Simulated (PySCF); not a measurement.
Compound: C8H14O2.
SMILES with atom numbers: `[CH3:1][O:2][CH2:3][C@@H:4]1[CH2:5][CH2:6][CH2:7][CH2:8][C:9]1=[O:10]`

Cartesian coordinates in Å at the GFN2-xTB level; atoms count from 1:
```xyz
24
C8H14O2 angstrom
C      3.7428   -0.4463   -0.1292
O      2.4538   -0.1491    0.3362
C      1.5494    0.1443   -0.7048
C      0.1752    0.4176   -0.0973
C     -0.3779   -0.8282    0.6092
C     -1.7546   -0.5557    1.2013
C     -2.7202   -0.1153    0.1072
C     -2.1948    1.1372   -0.6002
C     -0.8111    0.8811   -1.1490
O     -0.5282    1.0149   -2.3130
H      4.3481   -0.6687    0.7475
H      4.1779    0.4039   -0.6696
H      3.7323   -1.3159   -0.7985
H      1.8883    1.0249   -1.2712
H      1.4865   -0.7004   -1.4076
H      0.2832    1.2144    0.6462
H     -0.4454   -1.6448   -0.1134
H      0.3282   -1.1226    1.3863
H     -1.6806    0.2240    1.9627
H     -2.1312   -1.4600    1.6832
H     -2.8331   -0.9180   -0.6247
H     -3.7049    0.0934    0.5297
H     -2.8577    1.4287   -1.4161
H     -2.1377    1.9605    0.1154
```

Probes without a nucleus sit at each ring's centroid and 1 Å off its mean plane on both sides; NICS is minus the shielding there, NICSzz its component along the normal. Level: GIAO PBE0/pcSseg-1 (PySCF, non-relativistic, gas phase) on the GFN2-xTB geometry, one conformer.

Ring bond lengths (Å), with Mayer bond orders in brackets: C4–C5 1.535 (0.98), C5–C6 1.523 (1.04), C6–C7 1.524 (1.03), C7–C8 1.531 (1.03), C8–C9 1.510 (1.01), C9–C4 1.515 (0.90).

Q: Give the NICS values of each ring in ppm.

A: 
```json
{"ring": "C4–C5–C6–C7–C8–C9", "type": "6-membered carbocycle; formal bonds all single", "NICS(0)": "-0.7", "NICS(1), two faces": "-2.9 / -0.8", "NICS(1)zz, two faces": "0.3 / 5.0", "rms pucker (Å)": "0.24", "centre to ring atoms, mean (Å)": "1.47"}
```

Q: What do they say, and how far can they be read as aromaticity?

A: 
- C4–C5–C6–C7–C8–C9: mean NICS(1)zz 2.6 ppm, near zero. C4, C5, C6, C7, C8 have four or more neighbours; no verdict on aromaticity is drawn. The two faces differ by 4.7 ppm, so no symmetry operation interchanges them.

Q: At the first NICS(1) probe listed for ring C4–C5–C6–C7–C8–C9, 1 Å off the ring, what do the in-plane components average?

A: The isotropic value is a third of the trace: (3 × -2.9 − (0.3))/2 = -4.5 ppm.

Q: How shielded are the nuclei of the rings and their hydrogens (means over atoms taken as equivalent)?

A: 
```csv
atoms,environment,σ isotropic (ppm),"principal values of the symmetric part, first atom (ppm)"
C4,sp3 carbon next to a carbonyl,132.3,"113.3, 128.1, 155.5"
C5,ring CH2 carbon,149.7,"131.1, 151.7, 166.2"
C6,ring CH2 carbon,157.4,"153.3, 158.0, 161.0"
C7,ring CH2 carbon,153.8,"140.8, 151.9, 168.6"
C8,sp3 carbon next to a carbonyl,140.7,"127.1, 131.0, 164.0"
C9,ketone carbonyl carbon,-29.3,"-109.2, -83.5, 104.7"
H16,methine hydrogen,29.34,"25.0, 30.8, 32.2"
H17,methylene hydrogen,30.65,"26.3, 30.5, 35.1"
H18,methylene hydrogen,29.07,"22.9, 29.9, 34.4"
H19,methylene hydrogen,30.15,"26.2, 28.8, 35.4"
H20,methylene hydrogen,29.85,"25.1, 27.9, 36.6"
H21,methylene hydrogen,30.13,"26.4, 28.4, 35.6"
H22,methylene hydrogen,29.60,"24.5, 27.6, 36.7"
H23,methylene hydrogen,29.40,"25.5, 27.9, 34.8"
```

The list is cut; further classes of hydrogen are left out.
